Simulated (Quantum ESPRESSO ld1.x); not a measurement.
Results of a calculation; reference values are marked as such.
Species: the erbium ion Er14+. Configuration: [Kr] 4d10 4f5 5s1 5d2 (not the ground configuration).

Level of theory: scalar-relativistic Kohn-Sham, LDA (Slater exchange, VWN5 correlation), spin-polarised, spherical densities, point nucleus; open shells are filled with parallel spins first (ld1.x of Quantum ESPRESSO 7.5).

Energy parts (hartree):
part                      energy
total                 -13008.264
kinetic                14108.060
electron-nucleus      -31279.245
Hartree                 4419.814
exchange-correlation    -256.893

Orbitals (lengths in bohr, moments of r in powers of bohr; <r^-3> diverges for s and p1/2; r(max) is where P^2 peaks):
orbital  occ.  eigenvalue (hartree)  <1/r>  <r^-3>  r(max)      <r^2>
1s up       1            -2118.8269  77.52       -   0.013  0.0005685
1s down     1            -2118.8188  77.52       -   0.013  0.0005685
2s up       1             -366.1397  18.04       -   0.073   0.008847
2s down     1             -366.1172  18.04       -   0.073   0.008846
2p up       3             -325.3497  16.67   14310   0.060   0.007194
2p down     3             -325.3310  16.67   14310   0.060   0.007193
3s up       1              -91.6935  6.649       -   0.208    0.05815
3s down     1              -91.5547  6.656       -   0.208    0.05805
3p up       3              -79.2859  6.214    3079   0.204    0.05850
3p down     3              -79.1475  6.221    3087   0.204    0.05839
3d up       5              -63.7068  5.890   408.4   0.166    0.04880
3d down     5              -63.5939  5.896   409.4   0.166    0.04866
4s up       1              -27.5448  2.874       -   0.470     0.2805
4s down     1              -27.2880  2.871       -   0.470     0.2806
4p up       3              -23.3623  2.650   743.8   0.489     0.3121
4p down     3              -23.1092  2.648   741.7   0.489     0.3121
4d up       5              -17.7581  2.391   86.86   0.501     0.3516
4d down     5              -17.5040  2.390   86.63   0.501     0.3513
4f up       5              -11.5103  2.051   16.32   0.462     0.4035
5s up       1              -11.4109  1.346       -   0.981      1.152
4f down     0              -11.2415  2.052   16.36   0.466     0.4027
5s down     0              -11.1179  1.346       -   0.981      1.155
5d up       2               -8.0505  1.095   22.18    1.18      1.663
5d down     0               -7.7753  1.084   21.67    1.18      1.698

The highest occupied level is 5d up at -219.06 eV. The configuration is held as typed, so some empty levels lie below it. Spin moment in Bohr magnetons: 8.
